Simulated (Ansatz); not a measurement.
Ansatz results at the PBE0-D4/def2-TZVP geometry: ideal-gas entropy at 298 K and 1 bar (rigid rotor, harmonic PBE0-D4/def2-TZVP) 292 J/(mol·K); LUMO energy (B3LYP/def2-TZVPP) -0.52 eV; size of the dipole moment (ωB97M-V/def2-TZVPP) 2.39 D.

Each molecule was computed in one conformer, which needn't be the lowest.

(1) Which molecule gave them?
A. `C=C1C[SiH2]1`
B. `SB1OBS1`
C. `OB1N[SiH2]1`
D. `N#[C][GaH][OH]`

Results:

(1) C. The others give `SB1OBS1`: 318, -1.49, 0.86; `N#[C][GaH][OH]`: 315, -2.39, 4.78; `C=C1C[SiH2]1`: 297, -0.76, 0.23.

B3LYP here is the variant with VWN-RPA as its local correlation; programs differ in this.
